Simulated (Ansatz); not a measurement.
CH$_{5}$ClFNSi, SMILES `N[SiH](F)CCl`, relaxed with RKS PBE-D4/def2-SVP in Ansatz from a rough embedded geometry. The force threshold is 0.03 eV/Å; the program also tests the step.

Charge 0, multiplicity 1.

Start:

```xyz
10

N     0.881    1.380    0.394
Si    0.455   -0.262    0.314
F     0.603   -0.736    1.804
C    -1.288   -0.636   -0.242
Cl   -1.380   -0.152   -2.014
H     0.999    1.692   -0.636
H     1.746    1.472    0.823
H     1.471   -0.929   -0.459
H    -1.484   -1.736   -0.232
H    -2.003   -0.093    0.250
```

| step | energy (eV) | largest force (eV/Å) | largest move (Å) |
| --- | --- | --- | --- |
| 1 | -25701.9920 | 3.425 | 0.000 |
| 2 | -25702.5407 | 1.179 | 0.184 |
| 3 | -25702.6411 | 0.320 | 0.124 |
| 4 | -25702.6620 | 0.399 | 0.101 |
| 5 | -25702.6650 | 0.751 | 0.195 |
| 6 | -25702.6673 | 0.814 | 0.175 |
| 7 | -25702.6843 | 0.287 | 0.200 |
| 8 | -25702.7021 | 0.099 | 0.086 |
| 9 | -25702.7021 | 0.114 | 0.036 |
| 10 | -25702.7035 | 0.027 | 0.013 |

End:

```xyz
10

N     0.936    1.293    0.294
Si    0.564   -0.383    0.393
F     0.495   -0.869    1.962
C    -1.177   -0.594   -0.323
Cl   -1.235    0.070   -2.007
H     0.382    1.861   -0.354
H     1.895    1.638    0.361
H     1.554   -1.311   -0.244
H    -1.485   -1.658   -0.366
H    -1.929   -0.047    0.283
```

Run time 14 s (4 threads of an Arm Neoverse V1 on a shared host); peak host memory 0.18 GiB.
